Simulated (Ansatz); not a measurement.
A structure relaxed at PBE-D4/def2-SVP in Ansatz, charge 0, singlet:

```xyz
5

Zr    0.000    0.000    0.000
F    -0.742   -1.757   -0.067
F    -0.671    1.030   -1.460
F     1.902   -0.108   -0.118
F    -0.489    0.835    1.645
```

Task: Give its formula, name or SMILES and point group.

Result: ZrF4. Point group Td (tolerance 0.1 Å).

Task: Summarise the bond lengths by kind (pairs closer than 1.2 times the sum of covalent radii, bridged metal pairs left out).

Result: 4 × F–Zr 1.91 Å. The metal has 4 neighbours: F 1.91 Å, F 1.91 Å, F 1.91 Å, F 1.91 Å.

In the def2 sets Zr takes a core potential; there is no spin–orbit coupling.
